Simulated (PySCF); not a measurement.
VOCl2, SMILES [O]=[V]([Cl])[Cl] (connectivity only; charge and spin as stated), neutral, multiplicity 2.

Geometry optimised at ωB97X-D3(BJ)/def2-SVP. The spin state was assumed, not searched.

Level of theory: ωB97X-D3(BJ)/def2-SVP run with PySCF.

Frequencies are harmonic and unscaled.

Computed normal modes with their intensities:
```tsv
mode	ν (cm⁻¹)	IR (km/mol)	moving atoms (share of kinetic energy)
1	50	43.9	V 57 %, O 28 %, Cl 15 %
2	117	3.0	Cl 68 %, V 23 %, O 8 %
3	233	0.0	O 70 %, Cl 27 %
4	400	27.2	Cl 80 %, V 15 %
5	532	167.9	V 59 %, Cl 39 %
6	1208	221.7	O 75 %, V 25 %
```
